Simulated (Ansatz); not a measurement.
`[OH][GeH2][SiH](O)O` + `[SnH4]` → `[OH][GeH2][SnH3]` + `O[SiH2]O`  (formal exchange of groups at a Ge–Si bond)

Program: Ansatz. Geometries: PBE0-D4/def2-TZVP. ΔE: electronic, gas phase. CBS: MP2 limit from def2 TZ/QZ plus the TZ coupled-cluster correction, frozen cores. DFT in def2-TZVPP. B3LYP here is the variant with VWN-RPA as its local correlation; programs differ in this. Elements past krypton have def2 core potentials. For Ge, Sn outer-core shells are correlated without core-valence functions, which leaves a few kJ/mol of doubt a bond. Scalar relativity is left out up to krypton. One conformer a species, not always the lowest.

`[OH][GeH2][SiH](O)O`:

Cartesian coordinates in Å:
```
O 0.642 0.153 -1.892
Ge 0.683 -1.050 -0.542
Si -0.275 0.419 1.072
O -1.796 -0.137 1.343
O -0.200 1.876 0.325
H 0.921 -0.192 -2.742
H -0.135 -2.289 -0.962
H 2.148 -1.491 -0.326
H 0.436 0.569 2.366
H -2.336 0.322 1.989
H -0.088 1.819 -0.632
```

`[SnH4]`:

```xyz
5

Sn    0.000    0.000    0.000
H     0.800   -0.453   -1.435
H    -1.639    0.321   -0.340
H     0.732    1.399    0.640
H     0.107   -1.267    1.134
```

`[OH][GeH2][SnH3]`:

Z-matrix (Å, degrees):
```
Ge
Sn 1 2.610
O 1 1.790 2 110.0
H 1 1.536 2 112.7 3 115.0
H 1 1.546 2 111.4 3 -121.2
H 2 1.709 1 109.4 3 53.0
H 2 1.708 1 111.0 3 172.4
H 2 1.706 1 110.9 3 -66.6
H 3 0.960 1 112.5 2 -64.7
```

`O[SiH2]O`:

```xyz
7

O     1.315   -0.575    0.210
Si   -0.231   -0.267   -0.251
O    -0.817    1.152    0.332
H     2.003    0.005   -0.120
H    -0.338   -0.118   -1.720
H    -0.994   -1.424    0.270
H    -0.938    1.229    1.279
```

```
             level  ΔE (kJ/mol)  difference from CCSD(T)/CBS
            PBE-D4        -25.4                         10.3
         r2SCAN-D4        -28.2                          7.5
           PBE0-D4        -27.6                          8.1
          B3LYP-D4        -29.7                          6.0
           ωB97X-V        -26.5                          9.2
           ωB97M-V        -28.4                          7.3
            B2PLYP        -34.3                          1.4
               PBE        -28.5                          7.2
            r2SCAN        -29.1                          6.6
              PBE0        -30.2                          5.5
             B3LYP        -34.7                          1.0
     HF/def2-TZVPP        -40.4                         -4.7
    MP2/def2-TZVPP        -35.7                          0.0
SCS-MP2/def2-TZVPP        -35.8                         -0.1
   CCSD/def2-TZVPP        -31.4                          4.3
CCSD(T)/def2-TZVPP        -29.8                          5.9
     HF/def2-QZVPP        -42.0                         -6.3
    MP2/def2-QZVPP        -39.7                         -4.0
SCS-MP2/def2-QZVPP        -39.5                         -3.8
      HF/CBS(def2)        -42.2                         -6.5
     MP2/CBS(def2)        -41.6                         -5.9
    CCSD/CBS(def2)        -37.3                         -1.6
       CCSD(T)/CBS        -35.7                            0
```

Largest T1 diagnostic among the species: 0.013.

The D4 term adds +5.0 kJ/mol with B3LYP and +2.6 kJ/mol with PBE0; it sums over pairs of atoms, weighted by their polarisabilities, and B3LYP, whose exchange is more repulsive, gets the larger term. In def2-TZVPP, CCSD(T) changes the Hartree–Fock value by +10.6 kJ/mol (the triples alone add +1.6 kJ/mol) and MP2 by +4.7 kJ/mol.
